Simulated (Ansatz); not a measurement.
`O=C=NP` + `[PH2][GaH2]` → `P[PH][GaH2]` + `N=C=O` at 600 K and 1 bar (ligand exchange at a P–N bond).

Calculated with Ansatz (gas phase, PBE0-D4/def2-TZVP geometries, no zero-point term in ΔE). CCSD(T)/CBS adds triple-zeta CCSD(T) − MP2 to the extrapolated MP2 energy (def2 sets, frozen cores). This one scheme is used for every species. For Ga outer-core shells are correlated without core-valence functions, which leaves a few kJ/mol of doubt a bond. Scalar relativity is left out up to krypton. One conformer a species, not always the lowest.

```csv
species,CCSD(T)/CBS energy (Eh),H − E (kJ/mol),S (J/(mol·K))
`O=C=NP`,-510.05485,121.8,355.1
`[PH2][GaH2]`,-2267.26620,120.0,347.4
`P[PH][GaH2]`,-2608.80809,163.1,413.9
`N=C=O`,-168.51995,83.3,274.5
```

H − E and S are ideal-gas, rigid-rotor, harmonic terms from PBE0-D4/def2-TZVP, for one conformer and one mirror image of each species. 1 Eh = 2625.50 kJ/mol, R = 8.31446 J/(mol·K).

Q: By hand: ΔE, ΔH, ΔS and ΔG.

A: ΔE = (-2608.80809) + (-168.51995) − (-510.05485) − (-2267.26620) = -0.00699 Eh = -18.4 kJ/mol. Δ(H − E) = 163.1 + 83.3 − 121.8 − 120.0 = 4.6, so ΔH = -13.8 kJ/mol. ΔS = 413.9 + 274.5 − 355.1 − 347.4 = -14.1 J/(mol·K). ΔG = -13.8 − 600 × (-14.1)/1000 = -5.3 kJ/mol.

Q: By hand: the equilibrium constant, and the temperature at which ΔG would vanish if ΔH and ΔS stayed fixed.

A: log₁₀ K = −ΔG/(RT ln 10) = 0.5. ΔG = 0 at ΔH/ΔS = 979 K, though so small a ΔS makes that figure unsure.

TΔS isn't small against ΔH here. The sign of ΔG lies within the doubt. A doubt of 5 kJ/mol in ΔE shifts log₁₀ K by 0.4 here. Other conformers and mirror images would add mixing entropy, several J/(mol·K) or more a flexible species. These are equilibria of isolated gas molecules and say nothing of rates. Largest T1 diagnostic: 0.018 (customary marks: 0.02 for closed shells, 0.045 for open ones).
